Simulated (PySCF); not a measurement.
Species: H7OPSi2.
Geometry (PBE0-D3(BJ)/def2-SVP, Å), atoms numbered from 1 in this order:
```xyz
11
H7OPSi2 angstrom
Si    -1.993   -0.636    0.250
O     -0.876    0.446   -0.332
Si     0.666    1.012   -0.108
P      2.071   -0.747    0.135
H     -3.222   -0.524   -0.584
H     -1.455   -2.027    0.168
H     -2.324   -0.325    1.674
H      0.755    1.813    1.152
H      0.998    1.883   -1.271
H      2.165   -0.997   -1.269
H      3.221    0.103    0.158
```

A calculation gives these core lines: O 1s: 537.93 eV; Si 1s: 1847.37 (area 1), 1847.54 (area 1) eV; Si 2p3/2: 107.48 (area 1), 107.63 (area 1) eV; P 1s: 2149.91 eV; P 2p3/2: 136.38 eV.

Computed with delta-SCF UKS SCAN, pcX-2 on the ionised atom, pcseg-1 elsewhere, spin-free X2C (PySCF 2.14.0). One conformer (not necessarily the lowest) at the PBE0-D3(BJ)/def2-SVP geometry, without solvent, vibrations or thermal averaging.

(1) Assign the Si 1s lines to atoms.

(2) Order the silicon atoms by Si 2p3/2 binding energy.

Results:

(1) 1847.37 eV: Si3 (oxygen-bound silicon); 1847.54 eV: Si1 (oxygen-bound silicon). The 2 Si 1s values lie within 0.17 eV of each other; Gaussian lines of 0.5 eV full width would blend them into one maximum.

(2) 107.48 eV: Si3 (oxygen-bound silicon); 107.63 eV: Si1 (oxygen-bound silicon). The 2 Si 2p3/2 values lie within 0.15 eV of each other.

Bonded neighbours of each site: Si1: O and 3 H; O2: 2 Si; Si3: O, 2 H and P; P4: 2 H and Si.

Which effective nuclear charge Zeff reproduces each element's mean 1s value in the hydrogen-like formula E = 13.606 eV × Zeff²?

O (Z = 8): mean 537.9 eV, Zeff = 6.29, Z − Zeff = 1.71; Si (Z = 14): mean 1847.5 eV, Zeff = 11.65, Z − Zeff = 2.35; P (Z = 15): mean 2149.9 eV, Zeff = 12.57, Z − Zeff = 2.43. Means run over the listed sites, weighted by atom count.

Spin–orbit and ligand-field terms were added within each 2p shell after the spin-free SCF. 2p1/2 minus 2p3/2 (ligand field included): Si 0.63 eV, P 0.89 eV.
